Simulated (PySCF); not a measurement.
# Simulated absorption spectrum

Species: C₂H₅NOSi.
SMILES: `[H]/N=C\[SiH2]C=O`

Computed, not measured: TDDFT B3LYP/def2-SVPD, vertical, gas phase, core orbitals frozen in the response in PySCF. Geometry: PBE0-D3(BJ)/def2-SVP, one conformer, isolated molecule. Torsions of this conformer, `[H]/[N:1]=[CH:2]\[SiH2:3][CH:4]=[O:5]`: N1–C2–Si3–C4 -116°, C2–Si3–C4–O5 116°.

Each state is given a Gaussian of 0.25 eV full width at half maximum, with ε(max) = 2.175×10⁸ f / Δν̃ (Δν̃ the width in cm⁻¹). The width is an assumption, not a result. The curve ends short of the highest state used, and states not computed would add to its high-energy end.

| E (eV) | ε (L mol⁻¹ cm⁻¹) |
| --- | --- |
| 2.78 | 1 |
| 2.88 | 20 |
| 2.98 | 144 |
| 3.08 | 437 |
| 3.18 | 546 |
| 3.28 | 281 |
| 3.38 | 59 |
| 3.48 | 5 |
| 3.58 | 0 |
| 3.68 | 0 |
| 3.78 | 6 |
| 3.88 | 81 |
| 3.98 | 421 |
| 4.08 | 900 |
| 4.18 | 792 |
| 4.28 | 289 |
| 4.38 | 62 |
| 4.48 | 102 |
| 4.59 | 222 |
| 4.69 | 182 |
| 4.79 | 62 |
| 4.89 | 30 |
| 4.99 | 395 |
| 5.09 | 2951 |
| 5.19 | 9099 |
| 5.29 | 11552 |
| 5.39 | 6039 |
| 5.49 | 1300 |
| 5.59 | 115 |
| 5.69 | 4 |
| 5.79 | 0 |
| 5.89 | 3 |
| 5.99 | 32 |
| 6.09 | 197 |
| 6.19 | 790 |
| 6.29 | 2288 |

Question: Locate the maxima and give the states behind the curve.

Answer: 393 nm (3.15 eV), ε about 560, made up of S1 (100%); 301 nm (4.11 eV), ε about 950, made up of S2 (100%); 268 nm (4.62 eV), ε about 230, made up of S3 (100%); 235 nm (5.27 eV), ε about 12000, made up of S4 (100%) (ε in L mol⁻¹ cm⁻¹; maxima over ε = 5, shares over 10%). At its high-energy end, 6.29 eV, the curve is still rising (ε about 2300, from S5, S6 and S7). The states used: S1 3.16 eV (f 0.0052); S2 4.12 eV (f 0.0088); S3 4.62 eV (f 0.0021); S4 5.27 eV (f 0.110); S5 6.22 eV (f 0.0029); S6 6.39 eV (f 0.024); S7 6.44 eV (f 0.0083); S8 6.58 eV (f 0.024); S9 6.87 eV (f 0.0015); S10 6.89 eV (f 0.0087).

Question: What would ε be at 5.27 eV, the highest of these maxima, with half the width (0.125 eV)?

Answer: About 23600 L mol⁻¹ cm⁻¹ against 11800, a factor of about 2.00; a lone state at its own centre would give exactly 2.

Question: On this curve, what absorbance would a 10⁻³ mol/L sample give at 365 nm over a 1 cm path?

Answer: 365 nm is 3.397 eV, where ε is about 42 L mol⁻¹ cm⁻¹, so A = ε c l ≈ 0.042 (Beer–Lambert, with the gas-phase spectrum and the assumed width).

Question: Coming from long wavelengths, where does ε first pass 100 L mol⁻¹ cm⁻¹?

Answer: At about 419 nm (2.96 eV), 0.20 eV below S1.

All these states lie below the vertical ionisation energy of 9.20 eV (ΔSCF).
